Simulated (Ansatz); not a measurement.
Consider the formal exchange of groups at a Mg–O bond: `[F][Mg][O][SiH3]` + `CC(C)C` → `C[CH](C)[Mg][F]` + `CO[SiH3]`.

Computed with Ansatz on PBE0-D4/def2-TZVP structures; ΔE is electronic, products minus reactants. CCSD(T)/CBS is the MP2 limit (def2-TZVPP, def2-QZVPP) plus CCSD(T) − MP2 in def2-TZVPP, frozen cores. Functionals use def2-TZVPP. B3LYP here is the variant with VWN-RPA as its local correlation; programs differ in this. HSE06 is defined as in plane-wave codes. For Mg outer-core shells are correlated without core-valence functions, which leaves a few kJ/mol of doubt a bond. One conformer a species, not always the lowest.

`[F][Mg][O][SiH3]`:

```xyz
7

F     2.045    1.953    2.722
Mg    1.134    1.083    1.510
O     0.206    0.197    0.273
Si   -0.636   -0.607   -0.846
H    -0.542   -2.081   -0.636
H    -2.079   -0.234   -0.806
H    -0.128   -0.311   -2.217
```

`CC(C)C`:

```xyz
14

C     1.418   -0.291    0.068
C     0.012    0.055   -0.401
C    -0.470    1.350    0.234
C    -0.953   -1.086   -0.113
H     1.784   -1.205   -0.406
H     2.124    0.512   -0.160
H     1.435   -0.450    1.152
H     0.046    0.203   -1.488
H    -0.520    1.251    1.324
H    -1.469    1.620   -0.119
H     0.203    2.181    0.008
H    -1.960   -0.857   -0.473
H    -1.021   -1.271    0.964
H    -0.628   -2.014   -0.589
```

`C[CH](C)[Mg][F]`:

```xyz
12

C    -0.884    0.686   -0.844
C     0.206    0.331    0.165
C    -0.317   -0.676    1.188
Mg    1.995   -0.290   -0.752
F     3.491   -0.808   -1.523
H    -0.576    1.471   -1.541
H    -1.793    1.044   -0.340
H    -1.186   -0.179   -1.445
H     0.469    1.250    0.707
H     0.406   -0.888    1.981
H    -0.580   -1.633    0.726
H    -1.231   -0.308    1.678
```

`CO[SiH3]`:

```xyz
9

C    -0.490   -1.065   -0.693
O    -0.044    0.270   -0.749
Si    0.475    1.081    0.581
H     0.297   -1.737   -0.332
H    -0.774   -1.374   -1.700
H    -1.364   -1.169   -0.039
H     0.862    2.435    0.124
H     1.641    0.391    1.203
H    -0.604    1.168    1.605
```

| level | ΔE (kJ/mol) |
| --- | --- |
| r2SCAN0-D4 | 258.6 |
| HSE06-D4 | 241.4 |
| CAM-B3LYP-D4 | 250.0 |
| PBE-QIDH | 256.3 |
| B3LYP | 241.5 |
| HF/def2-TZVPP | 263.9 |
| CCSD/def2-TZVPP | 256.3 |
| CCSD/CBS(def2) | 262.1 |

Q: What does CCSD(T)/CBS give? (An estimate is asked.)

A: Ansatz gave: +258.9 kJ/mol. The listed levels differ from it by -0.3, -17.5, -8.9, -2.6, -17.4, 5.0, -2.6, 3.2 kJ/mol.

Largest T1 diagnostic among the species: 0.012.

From BLYP to BHLYP (50 % exact exchange), in def2-TZVPP and without D4, ΔE moves by +22.9 kJ/mol. At CCSD(T), def2-SVP lies +5.9 kJ/mol from the extrapolated value and def2-TZVPP −5.7 kJ/mol. Leaving LDA and LC-ωPBE aside and taking each functional with its dispersion term where it has one, the values, not all of them listed here, spread over 28.1 kJ/mol, from PBE-D4 to r2SCAN0-D4. LDA lies +3.6 kJ/mol from PBE without D4.
